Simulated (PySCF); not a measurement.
## SnBr, PBE: how much the basis matters

PySCF, UKS reference; doublet, unpaired electrons π ↑; De to Sn + Br without counterpoise correction.

```tsv
basis	relativity	functions	Re (Å)	ωe (cm⁻¹)	De (eV)	μ (D)
cc-pVDZ-PP	scalar-relativistic core potentials	46	2.563	233	3.62	-2.49
def2-SVP	scalar-relativistic core potentials	58	2.560	238	3.67	-2.34
def2-TZVPP	scalar-relativistic core potentials	98	2.541	234	3.71	-2.40
def2-TZVPPD	scalar-relativistic core potentials	113	2.542	234	3.71	-2.40
```

Question: How does each smaller set differ from the one with most functions, def2-TZVPPD?

Answer: cc-pVDZ-PP: +2.1 pm, -0.4 % in ωe, -0.09 eV in De; def2-SVP: +1.8 pm, +1.7 % in ωe, -0.04 eV in De; def2-TZVPP: -0.1 pm, +0.0 % in ωe, +0.00 eV in De. All at PBE; the set with most functions is neither the basis-set limit nor always the best.

A positive dipole means Sn(−)Br(+). Spin–orbit coupling is left out, which matters for elements this heavy, above all for dissociation energies. The state was picked by a PBE0 search and need not be the measured ground state.
